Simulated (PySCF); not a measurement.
# Telling isomers of C5H7F2NSi apart by NMR

PySCF 2.14.0 with density-fitted response routines calculation with geometry from GFN2-xTB and NMR shieldings at PBE0/pcSseg-1/GIAO; a single conformation, averaged over atoms made equivalent by symmetry, fast rotation or ring inversion, non-relativistic Hamiltonian, no solvent.

References, each an isolated molecule treated in the same way: ¹H and ¹³C vs TMS. Splittings of carbon signals by F and P are missing where no couplings were computed. Where no couplings were computed, multiplicities follow the n + 1 count of equivalent neighbours, and m marks all less simple cases (inequivalent or close neighbours, rings, F or P nearby). Shifts are as computed. Against solution values, carbons near 30 ppm lie about +3 ppm off and those near 130 ppm about +5 ppm. Of 1211 compounds with measured shifts, 218 miss one by over three times the rms of a fit or turn the order of signals round; such compounds aren't used in these exercises. OH and NH positions are gas-phase values without hydrogen bonding to other molecules.

(1) Tabulate the signals of `FC(F)[SiH2]n1cccc1`, `[H]/N=C(/CC#C[SiH3])C(F)F` and their relative energies.

(2) What is the quickest way to tell FC(F)[SiH2]n1cccc1 from [H]/N=C(/CC#C[SiH3])C(F)F?

Answers

(1) 
| SMILES | carbon types | δC | δH | E rel. (kcal/mol) |
| --- | --- | --- | --- | --- |
| FC(F)[SiH2]n1cccc1 | 5×CH | 127.0, 126.5, 119.0 | 6.86 (m, 1H), 6.78 (m, 2H), 6.71 (m, 2H), 5.20 (m, 2H) | 0.0 |
| [H]/N=C(/CC#C[SiH3])C(F)F | 3×C 1×CH 1×CH2 | 171.4, 115.3, 112.2, 84.9, 30.4 | 11.65 (br s, 1H), 6.74 (m, 1H), 4.24 (s, 3H), 3.66 (s, 2H) | 49.5 |

Energies are electronic energies at PBE0/pcSseg-1 on these geometries, without zero-point or thermal terms, each for the one conformer computed, which needn't be the lowest.

(2) Count the carbon signals: 3 against 5. The first has an aromatic CH next to a ring nitrogen at 127.0 ppm, the second a C=N carbon (C) at 171.4 ppm.
